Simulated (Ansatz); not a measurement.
A structure relaxed at PBE0-D4/def2-TZVP, charge 0, multiplicity 1:

```xyz
10

N     1.570   -0.646    0.790
Ge    0.527    0.709    0.092
Si   -1.595   -0.214   -0.483
F    -2.401   -0.645    0.835
H     1.754   -1.397    0.138
H     2.456   -0.325    1.158
H     1.126    1.384   -1.172
H     0.418    1.781    1.190
H    -1.431   -1.426   -1.330
H    -2.422    0.779   -1.217
```

Problem. Give its formula and SMILES.

Solution. FGeH6NSi, `[NH2][GeH2][SiH2]F`.

Problem. Summarise the bond lengths by kind.

Solution. 1 × Ge–N 1.847 Å; 2 × H–N 1.011 Å; 1 × Ge–Si 2.385 Å; 2 × Ge–H 1.538 to 1.553 Å; 1 × F–Si 1.604 Å; 2 × H–Si 1.486 to 1.487 Å.

Program: Ansatz 0.2.0.
